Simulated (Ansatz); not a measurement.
A nudged elastic band was laid between two geometries of F2H2Si + H2O (8 atoms, charge 0, multiplicity 1).

These are results of RKS B3LYP/def2-SVP in Ansatz 0.2.0, not measurements.

```json
{"movable images": "7", "climbing image": "yes", "spring": "5.0 eV/Å²", "optimiser": "quadratic models (default)", "start path": "through a guess of the saddle point", "force threshold": "0.05 eV/Å", "iteration limit": "60", "end points": "relaxed"}
```

First end point:

```xyz
8
Properties=species:S:1:pos:R:3
Si 0.359 0.028 0.010
H 0.575 0.501 1.387
H 1.597 0.018 -0.803
F -0.696 0.969 -0.789
F -0.210 -1.494 -0.018
O -2.219 -0.077 1.319
H -2.544 0.421 0.555
H -2.246 -0.996 1.016
```

Last end point:

```xyz
8
Properties=species:S:1:pos:R:3
Si -0.174 -0.306 -0.823
H -1.165 0.781 3.592
H 1.225 -0.405 -0.400
F -0.437 1.085 -1.598
F -0.527 -1.462 -1.892
O -1.135 -0.427 0.499
H -2.095 -0.384 0.405
H -1.075 0.487 2.895
```

(1) What changes between the two ends?

(2) Give the energies along the band, and the barrier.

(3) What is the geometry of the highest image?

## Answers

(1) Bonds broken: Si1–H2, O6–H8. Bonds formed: Si1–O6, H2–H8. F2H2Si + H2O becomes F2H2OSi + H2.

(2) The run converged. The highest image is number 4 of 0 to 8, 1.51 eV above the first end and 2.26 eV above the last; the last end lies 0.75 eV below the first. Neighbouring images differ by up to 1.9 eV, so the band resolves the path poorly. A vibrational analysis at the climbing image gives one clearly imaginary mode, 1310i cm⁻¹: a first-order saddle point. The orbitals stay closed-shell, which can raise the energy where a bond breaks towards radicals; this wasn't checked here.

```csv
image,path coordinate (Å),energy (eV),Si1–H2 (Å),O6–H8 (Å),Si1–O6 (Å)
0,0.00,0.00,1.47,0.97,2.89
1,1.13,0.07,1.47,0.97,2.90
2,2.25,0.11,1.47,0.97,2.94
3,3.38,0.61,1.49,0.97,2.46
4,4.51,1.51,1.72,1.13,1.84
5,5.63,-0.44,2.58,2.01,1.65
6,6.75,-0.72,3.38,2.58,1.64
7,7.87,-0.74,4.12,2.59,1.64
8,8.99,-0.75,4.65,2.57,1.64
```

(3) 
```xyz
8
Properties=species:S:1:pos:R:3
Si -0.237 0.000 -0.114
H -0.074 0.779 1.412
H 1.041 -0.706 0.120
F -0.226 1.428 -0.873
F -0.825 -0.944 -1.321
O -1.745 -0.297 0.888
H -2.253 -1.125 0.951
H -1.065 0.235 1.614
```

Time of the run: 9 min on 1 thread of Arm Neoverse V1, with other jobs on the host, peak memory 0.15 GiB.
